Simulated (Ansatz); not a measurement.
# Energy profile

The step: SiH₄SO ([OH][SiH2][SH]) + HBr → SiH₃BrO ([OH][SiH2][Br]) + H₂S; bonds formed: Si1–Br7, S2–H6; bonds broken: Si1–S2, H6–Br7 (atoms numbered as in the saddle structure below).

Si1  (-0.244, -0.733, -0.316)
S2  (0.622, 0.083, 1.739)
H3  (-1.201, -1.534, 0.505)
H4  (0.772, -1.688, -0.794)
O5  (-1.342, 0.079, -1.206)
H6  (1.295, 1.062, 1.045)
Br7  (1.485, 1.129, -1.210)
H8  (-0.454, 0.848, 2.000)
H9  (-0.933, 0.754, -1.763)
(Å)

Electronic energies by CCSD(T) at an estimated basis limit (MP2 extrapolated from triple and quadruple zeta, plus CCSD(T) − MP2 in triple zeta), on PBE0-D4/def2-TZVP structures; SiH5SBrO, closed shell; no counterpoise correction. Computed with Ansatz 0.2.0 (basis: def2-TZVPP and def2-QZVPP); correlated methods freeze the cores. Filled d shells of the heavier atoms are correlated. The def2 sets are not built for correlating such inner shells, so the correlated values are less sure here. Extrapolation: Hartree–Fock as exp(−7.88 √X), correlation as X^−2.97.

**Question.** Give the profile in kJ/mol, counted from the separated reactants. (To be estimated.)

**Answer.** By the calculation:
```
                                                                                                       point  kJ/mol
 separated: SiH4SO (linked as [OH][SiH2][SH]; Si1, S2, H3, H4, O5, H8, H9; singlet) + HBr (H6, Br7; singlet)     0.0
                                                                                             start structure   -20.2
                                                                                                      saddle    76.8
                                                                                               end structure   -47.0
separated: SiH3BrO (linked as [OH][SiH2][Br]; Si1, H3, H4, O5, Br7, H9; singlet) + H2S (S2, H6, H8; singlet)   -36.8
```

The T1 diagnostic stays at or below 0.012.

For scale, one of the runs: CCSD(T)/def2-TZVPP, 233 basis functions, launched by `ansatz run in.yaml --threads 8 --pin off --events-out ev --progress --plain --max-ram 19148MiB`. The run took 100 s on 8 CPU threads of an Arm Neoverse V1 (shared host), with 4 GiB of host memory at its peak.
